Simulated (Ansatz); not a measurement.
Input file for CH$_{4}$F$_{3}$HfN, SMILES `C[NH][Hf]([F])([F])[F]`:

```yaml
crystal:
  periodic: [false, false, false]
  atoms:
    - {symbol: C, position_ang: [0.368897, -1.190695, 0.890616]}
    - {symbol: N, position_ang: [0.631771, -0.269699, -0.200695]}
    - {symbol: Hf, position_ang: [-0.560759, 1.236060, -0.794322]}
    - {symbol: F, position_ang: [-2.266710, 0.504281, -1.256607]}
    - {symbol: F, position_ang: [0.298566, 2.097348, -2.263866]}
    - {symbol: F, position_ang: [-0.835904, 2.405381, 0.694472]}
    - {symbol: H, position_ang: [1.133114, -1.131164, 1.672921]}
    - {symbol: H, position_ang: [0.305837, -2.228842, 0.547323]}
    - {symbol: H, position_ang: [-0.589117, -0.954454, 1.364315]}
    - {symbol: H, position_ang: [1.514316, -0.468226, -0.654156]}
basis:
  gaussian: {orbitals: def2-SVP}
correlation: {method: ccsd_t}
```

```sh
$ ansatz run in.yaml --threads 4 --pin off --events-out ev --progress --plain --max-ram 11315MiB
```

Output of Ansatz, abridged:

```
Functional definition: HF
1199 factors; integrals over basis functions are off by at most 1.4e-3 eV
mean field evaluation 1: about -11977.7960 eV, gradient 5.8e1 eV
mean field evaluation 2: about -11977.9258 eV, gradient 5.8e1 eV
mean field evaluation 4: about -11984.1952 eV, gradient 2.7e0 eV
mean field evaluation 8: about -11984.2522 eV, gradient 2.6e-1 eV
mean field -11984.25236502 eV, -440.4131511963 hartree, gradient 1.4e-6 eV, S^2 0.000000; 0 other end points of the search recorded, 0 dependent functions left out
5 core orbitals not correlated: weight in the atoms' cores, before any rotation towards them, 1.000 or more for the frozen orbitals, at most 0.000 for the correlated occupied ones
reference -11984.25236502 eV, -440.4131511963 hartree; 23, 23 occupied and 94, 94 virtual orbitals, 1199 factors
second order -29.93456796 eV of doubles, -0.00000000 eV of singles
cycle   1  -29.55576601 eV  change    3.8e-1 eV  update   1.6e-1
cycle   2  -30.29081982 eV  change   -7.4e-1 eV  update   6.0e-2
cycle   3  -30.50688100 eV  change   -2.2e-1 eV  update   2.7e-2
cycle   4  -30.50497924 eV  change    1.9e-3 eV  update   6.3e-3
cycle   5  -30.49474115 eV  change    1.0e-2 eV  update   2.2e-3
cycle   6  -30.49474379 eV  change   -2.6e-6 eV  update   8.0e-4
cycle   7  -30.49494328 eV  change   -2.0e-4 eV  update   2.7e-4
cycle   8  -30.49480817 eV  change    1.4e-4 eV  update   1.1e-4
cycle   9  -30.49484032 eV  change   -3.2e-5 eV  update   3.7e-5
perturbative correction -0.74133723 eV, -0.0272436408 hartree
Total energy: -12015.48854257 eV, -441.5610595488 hartree
```

Run time 21 s (4 threads of an Arm Neoverse V2 on a shared host); peak host memory 0.92 GiB.

The correlation energy is -31.236 eV, 2.4 % of it from (T); the T1 diagnostic reads 0.0160.
